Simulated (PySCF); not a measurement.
Species: BH2(nPr), C3H9B.
SMILES: `[H]B([H])CCC`

The closed-shell ground state was solved at several levels (PySCF, density fitting, gas phase, non-relativistic). Geometry: PBE0-D3(BJ)/def2-SVP, one conformer, isolated molecule.

| level | basis functions | total energy (Eh) | HOMO (eV) | LUMO (eV) | gap (eV) | dipole (D) |
| --- | --- | --- | --- | --- | --- | --- |
| PBE0/pcSseg-1 | 113 | -144.3484 | -8.75 | -1.30 | 7.45 | 0.77 |
| B3LYP/pcJ-1 | 198 | -144.5835 | -8.55 | -1.54 | 7.01 | 0.76 |
| wB97X-D/pcSseg-1 | 113 | -144.4970 | -10.66 | 0.64 | 11.30 | 0.71 |

Problem. Estimate the row for CAM-B3LYP/def2-SVPD, a basis of 152 functions; the other rows only guide the guess.

Solution. Total energy -144.3640 Eh, HOMO -10.18 eV, LUMO -0.23 eV, gap 9.95 eV, dipole 0.75 D.

Problem. Over all these levels, which gives the widest orbital gap and which the narrowest?

Solution. wB97X-D/pcSseg-1 (range-separated hybrid) has the widest, 11.30 eV, and B3LYP/pcJ-1 (global hybrid, 20 % exact exchange) the narrowest, 7.01 eV. Functional and basis both differ between the two, so the spread mixes both effects.

Problem. How far do the dipole and the HOMO energy spread over the levels?

Solution. The dipole runs from 0.71 to 0.77 D (mean 0.75 D) and the HOMO from -10.66 to -8.55 eV.

The pairwise dispersion term of wB97X-D wasn't added to the energies; at a given geometry it leaves orbitals and properties as they are.
